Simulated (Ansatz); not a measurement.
`[SiH3]CSSS`. Charge 0, multiplicity 1. The geometry is a stationary point of PBE0-D4/def2-TZVP. It is one conformer, not always the lowest.

```xyz
11

Si    0.733    1.452    0.535
C    -0.110   -0.172    0.978
S    -1.766   -0.347    0.263
S    -1.427   -0.510   -1.729
S    -0.926   -2.468   -2.106
H    -0.084    2.573    1.064
H     2.085    1.489    1.157
H     0.874    1.586   -0.935
H     0.485   -1.051    0.720
H    -0.275   -0.211    2.061
H     0.412   -2.342   -2.008
```

**Question.** What is the dipole moment at B3LYP/def2-TZVPP? (Estimate.)

**Answer.** Computed: 2.05 D, with components (1.73, -0.29, 1.06) D in this frame, pointing from negative to positive charge.

**Question.** And with PBE, r2SCAN, ωB97M-V? (Estimate.)

**Answer.** Ansatz gave: PBE 2.02 D, r2SCAN 2.15 D, ωB97M-V 2.07 D.

**Question.** Give the Mulliken charges with B3LYP, ωB97M-V, PBE in def2-TZVPP. (An estimate is asked.)

**Answer.** Ansatz gave: 
```
atom  B3LYP  ωB97M-V    PBE
 Si1   0.27     0.17   0.19
  C2  -0.24    -0.35  -0.21
  S3  -0.03    -0.01  -0.03
  S4  -0.04    -0.03  -0.05
  S5  -0.11    -0.12  -0.11
  H6  -0.06    -0.02  -0.04
  H7  -0.07    -0.03  -0.06
  H8  -0.05    -0.01  -0.04
  H9   0.11     0.14   0.11
 H10   0.12     0.14   0.12
 H11   0.11     0.12   0.12
```

B3LYP here is the variant with VWN-RPA as its local correlation; programs differ in this.
